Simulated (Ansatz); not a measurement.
Correlation energies of `[F][Ge]([I])([I])[I]` by basis set

Cartesian coordinates in Å:
```
F 0.2281 -0.2460 -1.7726
Ge 0.0097 -0.0105 -0.0755
I -1.2784 2.0996 0.1822
I -1.2447 -1.9894 0.7540
I 2.2854 0.1463 0.9118
```

Charge 0, multiplicity 1. Correlated methods include outer-core shells of Ge, I, which these sets cover unevenly. Scalar relativity is left out up to krypton. I takes the def2 core potential. Geometry: relaxed with PBE0-D4/def2-TZVP. Frozen core, restricted reference, the Gaussian-basis code of Ansatz.

| basis | HF (Eh) | MP2 corr. | CCSD corr. | (T) | CCSD(T) total |
| --- | --- | --- | --- | --- | --- |
| def2-SVP | ? | ? | -0.76999 | ? | ? |
| def2-TZVPP | -3065.00240 | -1.97748 | – | – | – |
| def2-QZVPP | ? | -2.77885 | – | – | – |

Task: Fill in the withheld values. (Estimate.)

Result: The calculation gave: def2-SVP HF (Eh): -3064.57336; def2-SVP MP2 corr.: -0.76019; def2-SVP (T): -0.02024; def2-SVP CCSD(T) total: -3065.36359; def2-QZVPP HF (Eh): -3065.05277.
